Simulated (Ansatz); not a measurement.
`COB(F)[SiH2]F`, relaxed with RKS PBE-D4/def2-SVP in the Gaussian-basis code of Ansatz from a rough embedded geometry. The force threshold is 0.03 eV/Å; the program also tests the step.

Total charge 0; spin multiplicity 1.

Start:

```xyz
11

C    -0.791   -0.179    1.637
O     0.274   -0.918    1.012
B     0.080   -0.812   -0.416
F    -0.657   -1.737   -1.206
Si    0.941    0.664   -1.411
F    -0.234    1.567   -2.201
H    -0.752    0.868    1.408
H    -1.733   -0.666    1.396
H    -0.636   -0.360    2.718
H     1.840    0.084   -2.444
H     1.668    1.486   -0.495
```

| step | energy (eV) | largest force (eV/Å) | largest move (Å) |
| --- | --- | --- | --- |
| 1 | -17132.4377 | 2.658 | 0.000 |
| 2 | -17132.8742 | 1.462 | 0.119 |
| 3 | -17132.9897 | 1.125 | 0.125 |
| 4 | -17133.0595 | 1.110 | 0.125 |
| 5 | -17133.1722 | 1.039 | 0.195 |
| 6 | -17133.2672 | 1.020 | 0.194 |
| 7 | -17133.4036 | 0.676 | 0.200 |
| 8 | -17133.4561 | 0.144 | 0.200 |
| 9 | -17133.4591 | 0.434 | 0.127 |
| 10 | -17133.4659 | 0.200 | 0.049 |
| 11 | -17133.4702 | 0.122 | 0.100 |
| 13 | -17133.4845 | 0.409 | 0.122 |
| 15 | -17133.5092 | 0.652 | 0.169 |
| 17 | -17133.5402 | 0.604 | 0.200 |
| 19 (rejected) | -17133.5438 | 0.528 | 0.200 |
| 21 | -17133.5684 | 0.124 | 0.100 |
| 23 | -17133.5727 | 0.126 | 0.027 |
| 25 | -17133.5761 | 0.075 | 0.121 |
| 27 | -17133.5780 | 0.041 | 0.038 |
| 29 (rejected) | -17133.5779 | 0.081 | 0.041 |
| 30 | -17133.5787 | 0.017 | 0.014 |

End:

```xyz
11

C    -1.128   -0.085    1.407
O    -0.473   -1.172    0.759
B     0.364   -1.058   -0.291
F     0.889   -2.208   -0.755
Si    0.967    0.621   -1.290
F     0.252    1.983   -0.669
H    -0.899    0.889    0.931
H    -2.223   -0.261    1.377
H    -0.811   -0.058    2.469
H     0.604    0.544   -2.749
H     2.458    0.807   -1.190
```

It took 44 s on 4 threads of an Arm Neoverse V1 on a shared host, with 0.19 GiB of host memory at the peak.
